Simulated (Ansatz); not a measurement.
A nudged elastic band was laid between two geometries of C$_{3}$H$_{7}$FSSi (13 atoms, charge 0, multiplicity 1).

All numbers below come from Ansatz, RKS r2SCAN-D4/6-31G*.

- movable images: 5
- climbing image: yes
- spring: 5.0 eV/Å²
- optimiser: quadratic models (default)
- start path: through a guess of the saddle point
- force threshold: 0.05 eV/Å
- iteration limit: 55
- end points: relaxed

Initial state:

```xyz
13
Properties=species:S:1:pos:R:3
C -0.892 1.329 1.036
C 0.182 0.322 1.249
F 0.805 0.542 2.434
C 0.596 -0.703 0.489
Si -0.057 -1.210 -1.164
S 1.431 -1.026 -2.713
H -1.413 1.174 0.089
H -0.463 2.339 1.052
H -1.619 1.276 1.857
H 1.427 -1.280 0.898
H -0.382 -2.660 -1.198
H -1.277 -0.426 -1.501
H 1.681 0.287 -2.514
```

Final state:

```xyz
13
Properties=species:S:1:pos:R:3
C -0.850 1.436 1.291
C 0.162 0.351 1.400
F 0.985 0.578 2.461
C 0.349 -0.745 0.644
Si -0.790 -1.188 -0.806
S 1.123 -0.803 -2.447
H -1.522 1.264 0.445
H -0.351 2.408 1.173
H -1.442 1.490 2.214
H 1.172 -1.384 0.970
H -0.300 -2.635 -0.933
H 0.567 -1.285 -3.579
H 0.917 0.479 -2.818
```

Q: What changes between the two ends?

A: Bonds broken: Si5–H12. Bonds formed: S6–H12.

Q: Give the energies along the band, and the barrier.

A: It converged. The highest image is number 4 of 0 to 6, 2.73 eV above the first end and 0.34 eV above the last; the last end lies 2.40 eV above the first. Neighbouring images differ by up to 1.6 eV, so the band resolves the path poorly. A vibrational analysis at the climbing image gives one clearly imaginary mode, 284i cm⁻¹: a first-order saddle point. The orbitals stay closed-shell, which can raise the energy where a bond breaks towards radicals; this wasn't checked here.

```
image  path coordinate (Å)  energy (eV)  Si5–H12 (Å)  S6–H12 (Å)
    0                 0.00         0.00         1.49        3.03
    1                 0.61         0.01         1.49        3.00
    2                 1.22         0.29         1.48        2.67
    3                 1.82         1.87         1.49        2.08
    4                 2.43         2.73         1.76        1.52
    5                 3.78         2.42         3.08        1.35
    6                 5.13         2.40         3.09        1.35
```

Q: What is the geometry of the highest image?

A: 
```xyz
13
Properties=species:S:1:pos:R:3
C -0.806 1.379 1.024
C 0.179 0.300 1.303
F 0.937 0.609 2.381
C 0.403 -0.859 0.655
Si -0.599 -1.420 -0.805
S 1.079 -0.676 -2.818
H -1.451 1.119 0.180
H -0.280 2.317 0.803
H -1.425 1.560 1.912
H 1.204 -1.479 1.063
H -0.096 -2.824 -1.015
H -0.375 -0.623 -2.363
H 1.250 0.560 -2.304
```

The band took 20 iterations and roughly 14 core-minutes.

Time of the run: 7.1 min on 2 threads of Intel(R) Xeon(R) Platinum 8259CL CPU @ 2.50GHz (Skylake/Cascade Lake), with other jobs on the host, peak memory 0.23 GiB.
